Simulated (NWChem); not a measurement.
BH$_{3}$S$_{2}$O; SMILES OB(S)S

```xyz
7

B      0.3963     0.0225     0.0000
O      1.7466     0.1183     0.0000
H      2.2169    -0.7194     0.0000
S     -0.5518    -1.5394     0.0000
H      0.4970    -2.3919     0.0000
S     -0.5058     1.6009     0.0000
H     -1.7458     1.0686     0.0000
```
Atoms are numbered in this order, from 1.

All runs: NWChem. Pople sets run with spherical d functions. The geometry was optimised at PBE0/def2-SVP.

For level Hartree-Fock/6-31G*:

```
Property                     Result
---------------------------  ------
highest occupied level (eV)  -10.18
orbital gap (eV)              14.01
dipole (D)                     2.75
```

**Question.** What are these values for level Hartree-Fock/STO-3G?

**Answer.** 
| Quantity | Value |
|---|---|
| highest occupied level (eV) | -7.09 |
| orbital gap (eV) | 15.84 |
| dipole (D) | 2.19 |
